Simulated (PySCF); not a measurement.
Telling isomers of C$_{5}$H$_{17}$NSi$_{2}$ apart by NMR

Level of theory: GFN2-xTB structure, shieldings: GIAO PBE0/pcSseg-1, in PySCF 2.14 (one conformer, isolated molecule, non-relativistic, averaged over atoms made equivalent by symmetry, fast rotation or ring inversion).

δ = σ(ref) − σ, references computed at the same level: $^{1}$H (σref 31.72) and $^{13}$C (σref 186.93) vs TMS. Where no couplings were computed, multiplicities follow the n + 1 count of equivalent neighbours, and m marks all less simple cases (inequivalent or close neighbours, rings, F or P nearby). Shifts are as computed. Against solution values, carbons near 30 ppm lie about +3 ppm off and those near 130 ppm about +5 ppm. Of 1309 compounds with measured shifts, 239 miss one by over three times the rms of a fit or turn the order of signals round; such compounds aren't used in these exercises. OH and NH positions are gas-phase values without hydrogen bonding to other molecules.

(1) Tabulate the signals of `CC(C)(C)[Si@](C)(N)[SiH3]`, `C[Si@H](N[SiH3])C(C)(C)C` and their relative energies.

(2) What is the quickest way to tell CC(C)(C)[Si@](C)(N)[SiH3] from C[Si@H](N[SiH3])C(C)(C)C?

Results:

(1) 
```json
{"SMILES": "CC(C)(C)[Si@](C)(N)[SiH3]", "carbon types": "1×C 4×CH3", "δC": "28.0, 25.2, -4.3", "δH": "3.29 (s, 3H), 0.90 (s, 9H), 0.22 (br s, 2H), 0.19 (s, 3H)", "E rel. (kcal/mol)": "9.9"}
{"SMILES": "C[Si@H](N[SiH3])C(C)(C)C", "carbon types": "1×C 4×CH3", "δC": "28.0, 22.2, -5.3", "δH": "4.85 (s, 3H), 4.71 (q, 1H), 0.99 (s, 9H), 0.05 (d, 3H), -0.47 (br s, 1H)", "E rel. (kcal/mol)": "0.0"}
```

Energies are electronic energies at PBE0/pcSseg-1 on these geometries, without zero-point or thermal terms, each for the one conformer computed, which needn't be the lowest.

(2) Both give the same number of carbon signals, with the same numbers of each carbon type, so the positions decide. The first has a fully substituted sp3 carbon bonded to Si (C) at 25.2 ppm, the second a fully substituted sp3 carbon bonded to Si (C) at 22.2 ppm. Their most deshielded carbons lie at 28.0 and 28.0 ppm. In the proton spectra the most deshielded non-exchanging signals are 3.29 (s, 3H) and 4.85 (s, 3H).
